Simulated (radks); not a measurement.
The numbers below are computed, except where a source is named.
Problem. Excited configurations of Be2+: one electron is placed in a higher orbital outside 1s1. The ground configuration is [He]. Code: a radial shooting solver on a logarithmic mesh with Libxc functionals. Model: scalar-relativistic Kohn-Sham, PBEsol, spin-polarised, spherical densities, finite nucleus; open shells are filled with parallel spins first; Fermi nuclear charge, rms radius 2.519 fm. Excitation = E - E(ground); binding = E(ion) - E, where the ion is the core of charge +3; n* = 3/sqrt(2 binding) in atomic units, and the quantum defect is n - n*.

| outer orbital | excitation (eV) | binding (eV) | n* | quantum defect | eigenvalue (eV) | <r> (bohr) |
|---|---|---|---|---|---|---|
| 2s | 117.10 | 35.404 | 1.860 | 0.140 | -30.234 | 1.745 |
| 2p | 120.55 | 31.945 | 1.958 | 0.042 | -25.969 | 1.590 |
| 3s | 137.07 | 15.430 | 2.817 | 0.183 | -13.258 | 4.030 |
| 3d | 138.79 | 13.713 | 2.988 | 0.012 | -11.216 | 3.473 |
| 4s | 143.87 | 8.629 | 3.767 | 0.233 | -7.489 | 7.243 |
| 4f | 144.72 | 7.781 | 3.967 | 0.033 | -6.363 | 5.929 |
| 5p | 147.14 | 5.363 | 4.778 | 0.222 | -4.667 | 11.40 |
| 6p | 148.76 | 3.745 | 5.718 | 0.282 | -3.282 | 16.56 |
| 6d | 148.85 | 3.653 | 5.789 | 0.211 | -3.180 | 16.32 |
| 6f | 148.89 | 3.612 | 5.823 | 0.177 | -3.116 | 15.49 |
| 7p | 149.74 | 2.764 | 6.655 | 0.345 | -2.436 | 22.66 |

Estimate the row for 4d.

Solution. excitation (eV) 144.53; binding (eV) 7.969; n* 3.920; quantum defect 0.080; eigenvalue (eV) -6.760; <r> (bohr) 6.820. The Delta-SCF ionisation energy is 152.50 eV (NIST Atomic Spectra Database: 153.90 eV, theoretical). Self-interaction in the functional shifts the binding energies and quantum defects, so they are the method's values and not measured ones.
